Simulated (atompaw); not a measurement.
**How hard is this terbium (Tb) PAW (atompaw) potential?**

terbium (Tb), PAW, made with atompaw 4.2.0.5 (PBEsol, scalar-relativistic). Core [Kr] 4d10, reference 4f9 5s2 5p6 5d0 6s2 6p0. Waves: 5s (bound); 6s (bound); 5p (bound); 6p (bound, empty); 5d (bound, empty); 5d channel at 0.65 Ry; 4f (bound); 4f channel at 4.15 Ry. Local part: vpsmatchnc scheme with l = 4 at 0 Ry, radius 2.05 bohr. Core correction: smooth core density matched at 1.35 bohr. Augmentation charge: sinc compensation charge, radius 2.10 bohr; PAW radius 2.20 bohr; waves and projectors: bloechl.

The pseudo-atom Hamiltonian at the reference potential is diagonalised in spherical Bessel functions j_l(qr) that vanish at 20 bohr, with q² up to the cutoff. All-electron valence levels (Ry): 5s -3.4929, 6s -0.2737, 5p -1.8269, 6p -0.0848, 5d -0.0970, 4f -0.2259.

**Question.** How do the lowest levels (Ry) of each channel move with the cutoff, and are there ghosts?

**Answer.**

```csv
cutoff (Ry),s #1,s #2,s #3,p #1,p #2,p #3,d #1,d #2,f #1,Σ f·Δε (mRy)
8,-2.5072,-0.2586,0.0063,-1.0687,-0.0495,0.0624,-0.0586,0.0589,0.0957,9445.1
12,-3.0429,-0.2695,0.0048,-1.3512,-0.0659,0.0550,-0.0830,0.0550,0.0956,6656.2
18,-3.3234,-0.2718,0.0045,-1.6200,-0.0774,0.0508,-0.0935,0.0537,0.0950,4472.2
25,-3.4156,-0.2726,0.0044,-1.7534,-0.0820,0.0493,-0.0959,0.0534,-0.0557,2129.3
35,-3.4726,-0.2733,0.0043,-1.8105,-0.0841,0.0486,-0.0968,0.0533,-0.1649,688.1
40,-3.4834,-0.2735,0.0042,-1.8174,-0.0844,0.0485,-0.0969,0.0532,-0.1836,456.9
50,-3.4906,-0.2736,0.0042,-1.8246,-0.0847,0.0484,-0.0970,0.0532,-0.2109,153.0
60,-3.4923,-0.2736,0.0041,-1.8262,-0.0848,0.0484,-0.0970,0.0532,-0.2204,55.3
80,-3.4928,-0.2737,0.0041,-1.8268,-0.0848,0.0484,-0.0970,0.0532,-0.2254,5.0
100,-3.4929,-0.2737,0.0041,-1.8269,-0.0848,0.0484,-0.0970,0.0532,-0.2258,0.5
120,-3.4929,-0.2737,0.0041,-1.8269,-0.0848,0.0484,-0.0970,0.0532,-0.2259,0.0
400,-3.4929,-0.2737,0.0041,-1.8269,-0.0848,0.0484,-0.0970,0.0532,-0.2259,0.0
```

Result: no extra level below or beside the all-electron valence levels (s, p, d, f tested); 10 mRy is reached at 80 Ry and 1 mRy at 100 Ry.
